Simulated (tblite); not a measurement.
Method: GFN2-xTB as coded in tblite; computed harmonic values from a numerical Hessian at the method's own geometry, unscaled. Errors from tens to a few hundred cm⁻¹ against measured bands are possible. Modes of hydrogen on phosphorus can be 10 to 20 % off. One conformer each. Open shells enter through the occupations alone, without spin polarisation, and single modes of such species can be off by tens of per cent. Thermal functions are those of the rigid rotor and harmonic oscillator, without mixing of conformers.

Question: Order these by their heat capacity Cp at 200 K, highest first (J/(mol K)).
A. `CC1=CCCC[C]1O` [radical]
B. `S=[P@@H]1CCc2ccccc21`
C. `CC(C)[P-]C(C)(C)C`
D. `C=C(C)[PH2+]CCCC`
E. `C=C1[CH][C@](C)(O)CC1` [radical]

Answer: C (142.1), D (133.6), B (108.3), E (105.0), A (103.3).

| SMILES | atoms | mass (u) | symmetry number | modes under 300 cm⁻¹ | ZPE (kJ/mol) | S translation (J/(mol K)) | S rotation | S vibration | S spin | S | Cp |
| --- | --- | --- | --- | --- | --- | --- | --- | --- | --- | --- | --- |
| CC(C)[P-]C(C)(C)C | 24 | 131.10 | 1 | 11 | 555.5 | 161.4 | 117.2 | 92.1 | 0.0 | 370.7 | 142.1 |
| C=C(C)[PH2+]CCCC | 24 | 131.10 | 1 | 9 | 547.0 | 161.4 | 118.3 | 104.4 | 0.0 | 384.1 | 133.6 |
| S=[P@@H]1CCc2ccccc21 | 19 | 168.02 | 1 | 5 | 377.6 | 164.5 | 122.0 | 56.9 | 0.0 | 343.4 | 108.3 |
| C=C1[CH][C@](C)(O)CC1 | 19 | 111.08 | 1 | 4 | 419.1 | 159.3 | 112.5 | 50.5 | 5.8 | 328.0 | 105.0 |
| CC1=CCCC[C]1O | 19 | 111.08 | 1 | 5 | 423.4 | 159.3 | 112.7 | 53.5 | 5.8 | 331.3 | 103.3 |

Entropies and Cp are for 200 K and 1 bar.
